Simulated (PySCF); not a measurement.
From one molecule to another.

First species: C7H7FO.
Atom-mapped SMILES: `[OH:1][CH2:2][c:3]1[cH:4][cH:5][cH:6][cH:7][c:8]1[F:9]` (hydrogens: H10 on O1; H11, H12 on C2; H13 on C4; H14 on C5; H15 on C6; H16 on C7)

Second species: C2H9AsSi.
Atom-mapped SMILES: `[SiH3:1][CH2:2][CH2:3][AsH2:4]` (hydrogens: H5, H6, H7 on Si1; H8, H9 on C2; H10, H11 on C3; H12, H13 on As4)

Levels: wB97X-D/def2-SVPD for dipole moment, HOMO energy, LUMO energy, HOMO–LUMO gap, static isotropic polarisability and electronic spatial extent ⟨r²⟩ about the centre of nuclear charge; TDDFT wB97X-D/def2-SVPD for lowest singlet excitation; TDA wB97X-D/def2-SVPD for lowest triplet excitation (Tamm–Dancoff); ΔSCF wB97X-D/def2-SVPD for vertical ionisation energy; PBE0-D3(BJ)/def2-SVP for rotational constant A and rotational constant C. Geometries: PBE0-D3(BJ)/def2-SVP. All species are isolated and taken at one optimised geometry, non-relativistic unless stated. Electronic properties by PySCF.

Dipoles, sizes and rotational constants follow the conformer. The torsions of the flexible species, by atom-mapped SMILES:
- `[OH:1][CH2:2][c:3]1[cH:4][cH:5][cH:6][cH:7][c:8]1[F:9]`: O1–C2–C3–C4 19°, H–O1–C2–C3 64°
- `[SiH3:1][CH2:2][CH2:3][AsH2:4]`: Si1–C2–C3–As4 179°, H–As4–C3–C2 73°, H–As4–C3–C2 166°

Values for the first species:

| Quantity | Value |
| --- | --- |
| Dipole moment | 1.69 D |
| HOMO energy | -8.96 eV |
| LUMO energy | 1.15 eV |
| HOMO–LUMO gap | 10.11 eV |
| Lowest singlet excitation | 5.39 eV |
| Lowest triplet excitation (Tamm–Dancoff) | 4.17 eV |
| Static isotropic polarisability | 84.6 au |
| Vertical ionisation energy | 9.11 eV |
| Electronic spatial extent ⟨r²⟩ about the centre of nuclear charge | 1176 bohr² |
| Rotational constant A | 2.472 GHz |
| Rotational constant C | 0.941 GHz |

Task: Estimate the same properties for the second species, and the change in each.

Result: 
| property | first | second | second less first |
| --- | --- | --- | --- |
| dipole moment | 1.69 D | 0.39 D | -1.30 D |
| HOMO energy | -8.96 eV | -9.01 eV | -0.05 eV |
| LUMO energy | 1.15 eV | 1.64 eV | +0.49 eV |
| HOMO–LUMO gap | 10.11 eV | 10.65 eV | +0.54 eV |
| lowest singlet excitation | 5.39 eV | 6.32 eV | +0.93 eV |
| lowest triplet excitation (Tamm–Dancoff) | 4.17 eV | 5.45 eV | +1.28 eV |
| static isotropic polarisability | 84.6 au | 88.0 au | +3.4 au |
| vertical ionisation energy | 9.11 eV | 9.36 eV | +0.25 eV |
| electronic spatial extent ⟨r²⟩ about the centre of nuclear charge | 1176 bohr² | 1173 bohr² | -3 bohr² |
| rotational constant A | 2.472 GHz | 18.525 GHz | +16.053 GHz |
| rotational constant C | 0.941 GHz | 0.928 GHz | -0.013 GHz |

On the first: The dipole equals about 5.6 × 10⁻³⁰ C·m (1 D = 3.33564 × 10⁻³⁰ C·m). S1 lies 4.72 eV below the HOMO–LUMO gap; its leading configuration is HOMO→LUMO, weight 0.57, beside HOMO−1→LUMO+1, weight 0.28.

On the second: The polarisability is 13.04 Å³ as a volume (1 au = 0.148185 Å³), or 1.29 au for each of the 68 electrons. The vertical singlet–triplet gap S1 − T1 is 0.87 eV (TDDFT singlet less Tamm–Dancoff triplet; S1: HOMO→LUMO, weight 0.83; T1: HOMO→LUMO, weight 0.69). Relativistic effects, spin–orbit coupling among them, are left out although an element past zinc is present.
